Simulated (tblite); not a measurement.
Compound: C₃H₈NOSi₂ (doublet state).
Atom-mapped SMILES: `[CH2:1]=[N:2][Si@H:3]1[CH2:4][CH2:5][SiH:6][O:7]1` (hydrogens: H8, H9 on C1; H10 on Si3; H11, H12 on C4; H13, H14 on C5; H15 on Si6)
Bond orders are those of one Lewis drawing.

Computed with GFN2-xTB (tblite), gas phase: L-BFGS steps from a force-field or distance-geometry start until the largest atomic force falls under 0.01 eV/Å.

Geometry at step 9:
```
atom  x, y, z in Å
C1      2.9461   -0.1770    0.1935
N2      1.8100   -0.6522    0.4044
Si3     0.4778   -0.4577   -0.7035
C4     -1.1745   -0.9286    0.0857
C5     -1.7195    0.3124    0.8007
Si6    -1.1212    1.8278   -0.2065
O7      0.1876    1.1352   -0.9556
H8      3.7095   -0.3018    0.9571
H9      3.2336    0.3662   -0.7166
H10     0.7516   -0.9945   -2.0220
H11    -1.8621   -1.2071   -0.7148
H12    -1.1028   -1.7628    0.7748
H13    -2.8080    0.2893    0.8611
H14    -1.3398    0.3190    1.8244
H15    -1.9926    2.2397   -1.3145
```

**Question.** What forces act on the atoms?

**Answer.** 
```tsv
atom	Fx (eV/Å)	Fy (eV/Å)	Fz (eV/Å)
C1	0.079	0.008	0.010
N2	-0.103	0.056	-0.096
Si3	0.057	0.132	-0.125
C4	-0.003	-0.008	0.057
C5	-0.049	0.055	0.011
Si6	0.033	-0.040	-0.068
O7	-0.055	0.076	0.101
H8	0.056	0.040	-0.040
H9	0.057	-0.084	0.177
H10	-0.033	-0.064	-0.161
H11	0.038	-0.085	0.048
H12	-0.089	-0.145	0.025
H13	-0.031	-0.037	0.077
H14	-0.019	0.099	-0.029
H15	0.062	-0.003	0.015
```

The largest, 0.20 eV/Å, acts on H9; the rms over all components is 0.074 eV/Å. The forces sum to zero within rounding, as they must for an isolated molecule in no field.

**Question.** Give the force on H9 in Eh/bohr and in nN.

**Answer.** 0.204 eV/Å ÷ 51.422 = 0.00397 Eh/bohr, and 0.204 eV/Å × 1.602 = 0.33 nN.

**Question.** How far is this geometry from the end of the optimisation?

**Answer.** 0.144 eV above it, and 0.508 Å rms away after alignment. The bonds farthest from their final lengths, with half the difference of the two atoms' forces along the bond (positive lengthens):

```json
{"bond": "N2–Si3", "now (Å)": "1.744", "final (Å)": "1.723", "force along bond (eV/Å)": "-0.05"}
{"bond": "Si3–C4", "now (Å)": "1.891", "final (Å)": "1.907", "force along bond (eV/Å)": "+0.08"}
{"bond": "Si3–H10", "now (Å)": "1.450", "final (Å)": "1.460", "force along bond (eV/Å)": "+0.04"}
{"bond": "Si3–O7", "now (Å)": "1.639", "final (Å)": "1.629", "force along bond (eV/Å)": "-0.03"}
{"bond": "Si6–O7", "now (Å)": "1.659", "final (Å)": "1.652", "force along bond (eV/Å)": "-0.10"}
{"bond": "C4–H12", "now (Å)": "1.084", "final (Å)": "1.089", "force along bond (eV/Å)": "+0.04"}
```

The angle farthest from its final value is C1–N2–Si3, 123.0° against 132.3°.

Of the 4 listed bonds off by 0.010 Å or more, this force points towards the final length in 4.

The cost below is that of the whole relaxation. On one thread of an Arm Neoverse N1, on a shared host, this took 1.2 s wall.
